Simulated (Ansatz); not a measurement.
The cluster Al3P4⁻. Total charge -1; singlet. Geometry r2SCAN-D4/def2-SVPD; atoms count from 1.

```xyz
7

Al    1.1451   -0.3554    1.4558
Al   -1.1321    1.0155    0.0965
Al   -0.0632    1.1451   -2.3033
P     0.8950   -0.9318   -0.9352
P    -1.1528   -0.5880    2.0151
P    -1.1583   -1.4869    0.0491
P     1.4664    1.2014   -0.3780
```

The restricted singlet is unstable towards broken spin symmetry in Hartree–Fock (as tested in another run); at PBE0-D4/def2-TZVPD this wasn't settled. Another isomer (singlet) lies 0.77 eV lower at PBE0-D4/def2-TZVPD; other spin states weren't run for this one.

(1) Estimate the Mulliken populations from the PBE0/def2-TZVPD orbitals of Ansatz.

(2) And the Mayer bond orders between heavy atoms (over 0.3)?

## Answers

(1) 
| atom | charge (e) |
| --- | --- |
| Al1 | 0.01 |
| Al2 | 0.01 |
| Al3 | -0.17 |
| P4 | -0.12 |
| P5 | -0.30 |
| P6 | -0.15 |
| P7 | -0.28 |
Mulliken values depend strongly on the basis. With diffuse functions, as here, like atoms can get unlike values, and bond orders can come out too low or too high.

(2) Al1–P4 0.67 (2.47 Å); Al1–P5 0.88 (2.38 Å); Al1–P6 0.38 (2.93 Å); Al1–P7 0.69 (2.43 Å); Al2–Al3 0.52 (2.63 Å); Al2–P5 0.66 (2.50 Å); Al2–P6 0.55 (2.50 Å); Al2–P7 0.49 (2.65 Å); Al3–P4 0.36 (2.67 Å); Al3–P7 0.63 (2.46 Å); P4–P6 0.77 (2.34 Å); P4–P7 0.89 (2.28 Å); P5–P6 1.05 (2.16 Å).
